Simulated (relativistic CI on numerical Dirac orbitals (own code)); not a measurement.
**Ni4+ in a cubic cluster: L2,3 absorption with charge transfer**

Computed with a charge-transfer multiplet model of a cubic metal-ligand cluster with up to 2 ligand holes, Slater and spin-orbit integrals from Dirac-Coulomb-Breit ions, Slater integrals scaled by 0.8. The ground state mixes d6 with configurations of k ligand holes L, whose averages lie at kΔ + k(k − 1)U_dd/2; a core hole lowers each added d electron by U_cd. 300 K, Lorentzian 0.4 eV and Gaussian 0.3 eV FWHM.

Atomic integrals in eV (Slater integrals scaled, ζ unscaled), ground: F2dd 11.354, F4dd 7.124, zeta_d 0.099; with the core hole: F2dd 11.936, F4dd 7.492, zeta_d 0.124, zeta_core 11.400, F2cd 7.214, G1cd 5.576, G3cd 3.173.

Cluster parameters (eV): Δ = -0.3, U_dd = 8, U_cd = 10, 10Dq = 0.3, 10Dq(ligand) = 0, final-state hopping factor = 0.9.

Weights, n_d and S are thermal averages at 300 K. Photon energies count from the first peak over 30 % of the highest in each spectrum, which can be another peak from case to case. The parameters are a model scan and need not match a compound or its usual spin state. Peaks in eV (height, largest 100): -1.7 (7), 0.0 (100), 2.0 (32), 3.3 (7), 5.3 (5), 17.1 (42), 18.4 (20).

(1) Which parameters give this spectrum?
A. V(eg) = 3.65 eV, V(t2g) = -1.6 eV
B. V(eg) = 2.75 eV, V(t2g) = -1.21 eV
C. V(eg) = 3.95 eV, V(t2g) = -1.73 eV
D. V(eg) = 4.25 eV, V(t2g) = -1.86 eV
E. V(eg) = 3.35 eV, V(t2g) = -1.47 eV

Answers

(1) D. V(eg) = 4.25 eV, V(t2g) = -1.86 eV; the ground state then has 6.88 d electrons and S = 0.14. The choice follows from running the model for each set and comparing peak positions and heights. The space is cut while the next configuration still counts.
